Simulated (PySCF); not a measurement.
```xyz
5
charge -1 multiplicity 4, angstrom
Fe    0.0000    0.0000    0.0000
H     0.0000    1.6334    0.0000
H     0.0000   -1.6334    0.0000
H     1.6334    0.0000    0.0000
H    -1.6334    0.0000    0.0000
```

Computed with PySCF, UPBE0, basis Fe def2-TZVPD, H def2-TZVPD (no relativity, density fitting).

This geometry of [FeH4]- is a stationary point at this level.

What is the point group?

D4h.

Is it a minimum?

Yes: all harmonic wavenumbers are real.

List the harmonic modes with their infrared intensities.


```tsv
symmetry	ω (cm⁻¹)	IR (km/mol, summed over degenerate members)	type
eu	110	7.9	bend
b2u	422	0.0	bend
a2u	467	377	bend
b2g	714	0.0	bend
eu	1547	1999	stretch
a1g	1677	0.0	stretch
b1g	1701	0.0	stretch
```

Give the ideal-gas entropy at 298.15 K and 1 bar by parts.

translation 159.9, rotation 55.1, vibration 35.5, spin 11.5; total 262.0 J/(mol K).

In D4h the vibrations span 2eu + b2u + a2u + b2g + a1g + b1g. The a1g, b1g, b2g, b2u modes carry no infrared intensity, as symmetry demands. With a centre of inversion only u modes can be infrared active and only g modes Raman active.

Other isomers or separated fragments may lie lower. With open d or f shells other occupations or spin states may lie lower. The lowest empty level of this anion is unbound, so it and the gap depend on the basis.
